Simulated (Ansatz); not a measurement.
Cartesian coordinates in Å:
```
C -0.538 0.536 1.651
N -0.204 -0.616 0.844
C 0.568 -0.611 -0.100
B 1.372 -0.648 -1.290
Ga -0.196 -0.283 -2.361
H -0.138 1.466 1.233
H -0.138 0.389 2.657
H -1.624 0.608 1.741
H 2.529 -0.829 -1.471
H -1.631 -0.013 -2.905
```

The species carries charge 0 and has multiplicity 1.

(1) List the PBE/def2-TZVPP orbital energies in eV (Ansatz 0.2.0). (An estimate is asked.)

Answers

(1) The calculation gave: Occupied: -10094.20, -1234.14, -1093.84, -1093.80, -1093.73, -381.05, -270.02, -269.94, -176.15, -143.83, -98.40, -98.28, -98.08, -23.46, -20.41, -20.37, -20.36, -20.24, -20.14, -18.00, -14.63, -12.31, -11.16, -10.97, -10.50, -9.30, -8.38, -7.94, -6.57, -4.73. Lowest empty: -2.70, -2.08, -0.81, 0.11, 0.29, 0.90, 1.63, 1.98.
